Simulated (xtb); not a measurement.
xtb input (GFN2-xTB):

```bash
xtb mol.xyz --gfn 2 --sp --chrg 0 --uhf 0
```
mol.xyz:
```
15

C     -2.32034717     0.10639473     0.39775871
C     -0.94515743     0.61839879     0.09501173
C     -0.86245826     2.10948597    -0.08670572
C      0.15277590    -0.13806365    -0.01358440
Si     1.88826680     0.47151299    -0.39082564
Cl     0.05789115    -1.89363306     0.20941513
H     -3.01005613     0.39253503    -0.40169303
H     -2.34851863    -0.97282609     0.51273967
H     -2.69683896     0.56648092     1.31616224
H      0.14234562     2.46688349    -0.30506403
H     -1.21035355     2.61890987     0.81643538
H     -1.51619890     2.42743651    -0.90384843
H      2.79665163    -0.68824922    -0.47496892
H      1.91380656     1.21116345    -1.67556449
H      2.36039929     1.39095135     0.67242150
```

End of the output:

```
         :::::::::::::::::::::::::::::::::::::::::::::::::::::
         ::                     SUMMARY                     ::
         :::::::::::::::::::::::::::::::::::::::::::::::::::::
         :: total energy             -19.414059012225 Eh    ::
         :: gradient norm              0.023608953241 Eh/a0 ::
         :: HOMO-LUMO gap              3.964611841438 eV    ::
         ::.................................................::
         :: SCC energy               -19.636091050375 Eh    ::
         :: -> isotropic ES            0.018434694986 Eh    ::
         :: -> anisotropic ES          0.002750193208 Eh    ::
         :: -> anisotropic XC          0.009384685686 Eh    ::
         :: -> dispersion             -0.011242353303 Eh    ::
         :: repulsion energy           0.222032038150 Eh    ::
         :: add. restraining           0.000000000000 Eh    ::
         :: total charge               0.000000000000 e     ::
         :::::::::::::::::::::::::::::::::::::::::::::::::::::

           -------------------------------------------------
          |                Property Printout                |
           -------------------------------------------------

    * Orbital Energies and Occupations

         #    Occupation            Energy/Eh            Energy/eV
      -------------------------------------------------------------
         1        2.0000           -1.0416411             -28.3445
       ...           ...                  ...                  ...
         6        2.0000           -0.5317172             -14.4688
         7        2.0000           -0.5080619             -13.8251
         8        2.0000           -0.5067361             -13.7890
         9        2.0000           -0.4940291             -13.4432
        10        2.0000           -0.4716016             -12.8329
        11        2.0000           -0.4626361             -12.5890
        12        2.0000           -0.4513232             -12.2811
        13        2.0000           -0.4460260             -12.1370
        14        2.0000           -0.4324433             -11.7674
        15        2.0000           -0.4284129             -11.6577
        16        2.0000           -0.4268064             -11.6140
        17        2.0000           -0.3924064             -10.6779
        18        2.0000           -0.3795756             -10.3288 (HOMO)
        19                         -0.2338788              -6.3642 (LUMO)
        20                         -0.1906190              -5.1870
        21                         -0.1784376              -4.8555
        22                         -0.1604569              -4.3663
        23                         -0.1232768              -3.3545
        24                         -0.0673735              -1.8333
        25                         -0.0565624              -1.5391
        26                          0.0337606               0.9187
        27                          0.0349885               0.9521
        28                          0.0351281               0.9559
        29                          0.0486560               1.3240
       ...                                ...                  ...
        43                          0.7243347              19.7101
      -------------------------------------------------------------
                  HL-Gap            0.1456968 Eh            3.9646 eV
             Fermi-level           -0.3067272 Eh           -8.3465 eV

     #   Z          covCN         q      C6AA      α(0)
     1   6 C        3.756    -0.105    22.568     6.774
     2   6 C        2.981     0.011    27.753     8.642
     3   6 C        3.759    -0.118    22.807     6.809
     4   6 C        2.756    -0.047    29.143     8.840
     5  14 Si       3.702     0.453    98.332    18.991
     6  17 Cl       0.995    -0.223   106.215    15.767
     7   1 H        0.924     0.048     2.343     2.394
     8   1 H        0.925     0.055     2.253     2.347
     9   1 H        0.924     0.048     2.340     2.392
    10   1 H        0.925     0.047     2.361     2.403
    11   1 H        0.924     0.055     2.257     2.349
    12   1 H        0.924     0.055     2.259     2.350
    13   1 H        0.915    -0.086     5.112     3.536
    14   1 H        0.912    -0.097     5.466     3.657
    15   1 H        0.912    -0.096     5.439     3.648

 Mol. C6AA /au·bohr⁶  :       3156.981987
 Mol. C8AA /au·bohr⁸  :      97891.820863
 Mol. α(0) /au        :         90.898463

Wiberg/Mayer (AO) data.
largest (>0.10) Wiberg bond orders for each atom

 ---------------------------------------------------------------------------
     #   Z sym  total        # sym  WBO       # sym  WBO       # sym  WBO
 ---------------------------------------------------------------------------
     1   6 C    3.996 --     2 C    1.028     8 H    0.981     7 H    0.968
                             9 H    0.967
     2   6 C    3.987 --     4 C    1.842     1 C    1.028     3 C    1.022
     3   6 C    3.995 --     2 C    1.022    10 H    0.977    12 H    0.969
                            11 H    0.969
     4   6 C    3.859 --     2 C    1.842     6 Cl   0.952     5 Si   0.878
     5  14 Si   3.629 --    13 H    0.900    15 H    0.892    14 H    0.892
                             4 C    0.878
     6  17 Cl   1.074 --     4 C    0.952
     7   1 H    0.997 --     1 C    0.968
     8   1 H    0.997 --     1 C    0.981
     9   1 H    0.998 --     1 C    0.967
    10   1 H    0.998 --     3 C    0.977
    11   1 H    0.997 --     3 C    0.969
    12   1 H    0.997 --     3 C    0.969
    13   1 H    0.992 --     5 Si   0.900
    14   1 H    0.990 --     5 Si   0.892
    15   1 H    0.991 --     5 Si   0.892
 ---------------------------------------------------------------------------

Topologies differ in total number of bonds
Writing topology from bond orders to xtbtopo.mol

molecular dipole:
                 x           y           z       tot (Debye)
 q only:       -0.064       1.102      -0.115
   full:       -0.366       0.824      -0.027       2.294
molecular quadrupole (traceless):
                xx          xy          yy          xz          yz          zz
Note: The following floating-point exceptions are signalling: IEEE_UNDERFLOW_FLAG IEEE_DENORMAL
normal termination of xtb
 q only:        3.633      -0.415      -2.962      -0.736       0.345      -0.672
  q+dip:        2.169      -2.391      -1.627      -0.200       0.572      -0.543
   full:        2.086      -1.718      -1.462      -0.285       0.409      -0.624

           -------------------------------------------------
          | TOTAL ENERGY              -19.414059012225 Eh   |
          | GRADIENT NORM               0.023608953241 Eh/α |
          | HOMO-LUMO GAP               3.964611841438 eV   |
           -------------------------------------------------

------------------------------------------------------------------------
------------------------------------------------------------------------
 total:
 SCF:
```
